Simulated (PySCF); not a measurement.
# Computed properties of FH2O3Ta, SMILES [OH][Ta]([F])([OH])=[O], multiplicity 1

Ta(O)(F)(OH)2 (FH₂O₃Ta), SMILES [O]=[Ta]([OH])([OH])[F], multiplicity 1. Geometry: B3LYP-D3(BJ)/def2-SVP. The multiplicity is an assumed one; no other spin state was optimised. The structure was generated by enumeration; whether it is a known compound was not checked. The def2 effective core potentials stand for the cores of Ta; spin–orbit coupling is left out. Other conformers were not sampled. All values are computed for the isolated molecule unless a solvent is named; none is compared with measurement here.

**Structure.** The optimised structure has Cs symmetry. All 15 harmonic modes at B3LYP-D3(BJ)/def2-SVP (PySCF) are real, so it is a minimum. With heavy atoms numbered as in [Ta:1](=[O:2])([F:3])([OH:4])[OH:6], the shortest bond between them is Ta1–O2 at 1.730 Å and the longest Ta1–O6 at 1.908 Å.

**Vibrations.** The strongest infrared lines (harmonic, unscaled, degenerate partners summed) lie at 3888 cm⁻¹ (351 km/mol, H 94 %), 379 cm⁻¹ (256 km/mol, H 80 %, O 18 %), 502 cm⁻¹ (195 km/mol, H 74 %, O 24 %). The softest mode is at 170 cm⁻¹ and the zero-point energy is 19.5 kcal/mol.

**Electronic structure.** HF/def2-TZVP (PySCF) places the frontier levels at -13.29 and 1.81 eV, a gap of 15.10 eV, and gives a dipole moment of 2.69 D and a mean polarisability of 38.2 bohr³. PBE/def2-TZVP (PySCF) at the same geometry gives -7.86 and -1.53 eV, so its gap is 8.77 eV narrower. An orbital gap is neither the optical nor the fundamental gap.

**Excitations.** TDDFT-ωB97X/def2-SVPD (PySCF) has S1 at 6.93 eV (179 nm, f = 0.000, dark); the most intense of the 10 singlets computed lies at 7.60 eV (f = 0.02). T1 (TDA) is at 6.29 eV. TDDFT-PBE/def2-SVPD (PySCF) puts S1 at 6.33 eV. No vertical singlet excitation falls in the visible range (under 3.1 eV).
